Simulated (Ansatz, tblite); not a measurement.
Spin states of the cluster Hg₂S₃, each relaxed with r2SCAN-D4/def2-SVP in Ansatz. Electronic energies in the gas phase.

In the def2 sets Hg takes a core potential; there is no spin–orbit coupling. The xTB rows come from tblite. Correlated methods freeze 15 core orbitals; core or outer-core shells of Hg are correlated, in sets that lack core-valence functions. The rows differ in basis, and correlated rows in double-zeta sets carry the largest basis error. In the quintet geometry the species has come apart into loosely held pieces. The structure comes from a short search, and lower isomers may exist.

Singlet geometry (C2 within 0.1 Å):

```xyz
5

Hg    0.5824    1.0376   -1.0528
Hg   -0.2749   -0.0793    1.5621
S     0.6867    2.1489    1.1432
S    -0.6400   -1.0358   -1.7138
S    -0.3542   -2.0714    0.0614
```

Triplet geometry (Cs within 0.1 Å):

```tsv
atom	x (Å)	y (Å)	z (Å)
Hg1	-1.1298	-2.3221	1.6894
Hg2	0.6756	0.5960	0.3735
S3	0.6479	-0.5896	2.4010
S4	-0.7807	0.6025	-2.6986
S5	0.5870	1.7132	-1.7654
```

Quintet geometry (C2v within 0.1 Å):

```xyz
5

Hg    0.054    2.075   -0.376
Hg    0.252   -1.050    1.813
S     0.444    1.499    2.100
S    -1.320   -1.208   -1.606
S     0.569   -1.317   -1.931
```

⟨S²⟩: triplet 2.02 at PBE0-D4/def2-TZVP (pure 2.00), quintet 6.03 at PBE0-D4/def2-TZVP (pure 6.00).

Run but left out: MP2/def2-TZVP (quintet: ⟨S²⟩ 6.17, where a pure state has 6.00).

Only these spin states were relaxed. The quintet has fallen apart into loose fragments. The triplet has other bonds than the singlet, so the gap mixes isomer and spin. The quintet has other bonds than the singlet, so the gap mixes isomer and spin.

```json
{"level": "GFN1-xTB", "triplet − singlet (kcal/mol)": "38.1", "quintet − singlet (kcal/mol)": "74.2", "lowest of these": "singlet", "remarks": "–"}
{"level": "GFN2-xTB", "triplet − singlet (kcal/mol)": "16.9", "quintet − singlet (kcal/mol)": "26.7", "lowest of these": "singlet", "remarks": "–"}
{"level": "HF/def2-SVP", "triplet − singlet (kcal/mol)": "-22.8", "quintet − singlet (kcal/mol)": "-4.7", "lowest of these": "triplet", "remarks": "spin-contaminated (⟨S²⟩ 6.12) (quintet)"}
{"level": "PBE-D4/def2-TZVP", "triplet − singlet (kcal/mol)": "7.4", "quintet − singlet (kcal/mol)": "38.7", "lowest of these": "singlet", "remarks": "–"}
{"level": "ωB97M-V/def2-TZVP", "triplet − singlet (kcal/mol)": "5.9", "quintet − singlet (kcal/mol)": "40.3", "lowest of these": "singlet", "remarks": "–"}
{"level": "CCSD/def2-SVP", "triplet − singlet (kcal/mol)": "-4.4", "quintet − singlet (kcal/mol)": "13.9", "lowest of these": "triplet", "remarks": "large T1 (0.031) (singlet), spin-contaminated (⟨S²⟩ 6.12) (quintet)"}
```

Problem. Estimate the rows for HF/def2-TZVP, r2SCAN-D4/def2-TZVP, PBE0-D4/def2-TZVP, PBE-QIDH/def2-TZVP, MP2/def2-SVP, CCSD(T)/def2-SVP.

Solution. 
```csv
level,triplet − singlet (kcal/mol),quintet − singlet (kcal/mol),lowest of these,remarks
HF/def2-TZVP,-20.2,1.9,triplet,spin-contaminated (⟨S²⟩ 6.17) (quintet)
r2SCAN-D4/def2-TZVP,4.4,34.5,singlet,–
PBE0-D4/def2-TZVP,3.7,35.9,singlet,–
PBE-QIDH/def2-TZVP,4.7,38.1,singlet,–
MP2/def2-SVP,-0.7,15.7,triplet,spin-contaminated (⟨S²⟩ 6.12) (quintet)
CCSD(T)/def2-SVP,1.7,20.7,singlet,"large T1 (0.031) (singlet), spin-contaminated (⟨S²⟩ 6.12) (quintet)"
```

The xTB methods have no spin-polarisation term.
